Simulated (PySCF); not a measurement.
C7H6F3 (charge +1).
SMILES: `C(F)(=C(F)F)[C@@H]1[CH+]C=CC1`

The closed-shell SCF was solved with PySCF and density fitting under several settings on one GFN2-xTB geometry (grid level 2 and gas phase unless stated).

```
                          settings  basis functions  SCF cycles     E (Eh)  HOMO (eV)  LUMO (eV)
                     PBE0/pcSseg-1              200          15  -568.8600     -11.60      -9.05
                    PBE0/def2-SVPD              257          14  -568.5278     -11.65      -9.02
PBE0/6-31++G**, IEF-PCM chloroform              216          14  -569.0180      -8.48      -5.25
                B3LYP/ANO-RCC-VDZP              170          15  -569.6996     -11.35      -9.13
                        PW91/6-31G              102          17  -569.1992     -10.29      -9.70
                     BLYP/pcSseg-1              200          18  -569.3442     -10.24      -9.63
                   wB97X/def2-SVPD              257          16  -568.9900     -13.98      -6.88
```

Task: Estimate the row for these settings: PBE/def2-SVPD, start guess huckel, damping 0.3 at the start, DIIS from the seventh cycle.

Result: 
```json
{"settings": "PBE/def2-SVPD, start guess huckel, damping 0.3 at the start, DIIS from the seventh cycle", "basis functions": "257", "SCF cycles": "29", "E (Eh)": "-568.5125", "HOMO (eV)": "-10.43", "LUMO (eV)": "-9.79"}
```

Task: Over all rows, what range does the HOMO–LUMO gap span?

Result: From 0.59 eV (PW91/6-31G) to 7.10 eV (wB97X/def2-SVPD). The functional of the narrowest has no exact exchange, that of the widest range-separated exact exchange.

Task: Compare two rows with the functional PBE0: PBE0/pcSseg-1 and PBE0/def2-SVPD. Which energy is lower, and by how much?

Result: PBE0/pcSseg-1 (200 functions) lies 0.3322 Eh or 208 kcal/mol below PBE0/def2-SVPD (257 functions). The smaller set gives the lower energy; the two sets aren't nested, so the variational bound doesn't order them by size.

Cycle counts include a coarse-grid stage where the run had one. All basis functions are spherical, in the Pople sets too. ANO-RCC sets were contracted for a scalar-relativistic Hamiltonian, but ran non-relativistically here. One conformer (not necessarily the lowest) at the GFN2-xTB geometry, without vibrations or thermal averaging.

Conformer computed: `[F:1][C:2]([F:3])=[C:4]([F:5])[C@@H:6]1[CH+:7][CH:8]=[CH:9][CH2:10]1`: C2–C4–C6–C7 -115°.
